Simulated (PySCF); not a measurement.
Values are calculated unless marked as measured or tabulated.
## C2H9FNOSi2

C2H9FNOSi2 is a small molecule (built as: C site whose three back bonds go to NHSiH3, CH2SiH3, F; end group O), neutral, doublet. The structure, one conformer, was relaxed in the gas phase by PBE0-D3(BJ)/def2-SVP. No frequency run checks that it is a minimum.

SMILES: [O]C(F)(C[SiH3])N[SiH3]

```
atom   x (Å)   y (Å)   z (Å)
  C1   0.021   0.003  -0.292
  N2  -1.416  -0.018  -0.408
 Si3  -2.334   1.445  -0.817
  C4   0.624  -0.997   0.671
 Si5   2.504  -0.824   0.877
  F6   0.320   1.284   0.182
  O7   0.372  -0.140  -1.560
  H8  -1.787  -0.932  -0.647
  H9  -3.671   0.920  -1.220
 H10  -1.728   2.220  -1.933
 H11  -2.478   2.308   0.387
 H12   0.402  -2.011   0.304
 H13   0.147  -0.877   1.656
 H14   2.841   0.387   1.679
 H15   3.170  -0.746  -0.455
 H16   3.001  -2.034   1.600
```

EPR values by unrestricted B3LYP, IGLO-III on C F N O Si, pcH-1 on H.

**Question.** Predict g and the largest hyperfine couplings. Where does the spin sit?

**Answer.** g = 2.0024, 2.0051, 2.0154. The spin sits on O7 (73 %, bonded to 1 C), N2 (33 %, bonded to 1 C + 1 Si + 1 H) by Mulliken populations.
```csv
atom,isotope,isotropic (MHz),"dipolar, principal values (MHz)"
O7,17O,-46.6,"-217.6, 107.5, 110.1"
N2,14N,15.2,"-17.7, -17.5, 35.2"
F6,19F,-37.6,"-7.9, -3.3, 11.2"
H8,1H,-22.2,"-22.0, -4.4, 26.5"
C1,13C,-31.0,"-5.0, -0.7, 5.7"
H10,1H,13.9,"-2.7, -1.8, 4.5"
```

**Question.** How do the isotropic couplings move with BHandHLYP?

**Answer.** O7 -46.6 to -73.8 MHz, N2 15.2 to 18.6 MHz, F6 -37.6 to -40.6 MHz, H8 -22.2 to -20.1 MHz.

The 2 runs behind this took 3.4 min in all, one thread each of Intel Xeon 6975P-C on a shared host, launched as `OMP_NUM_THREADS=1 python cluster_run.py task.json out`.
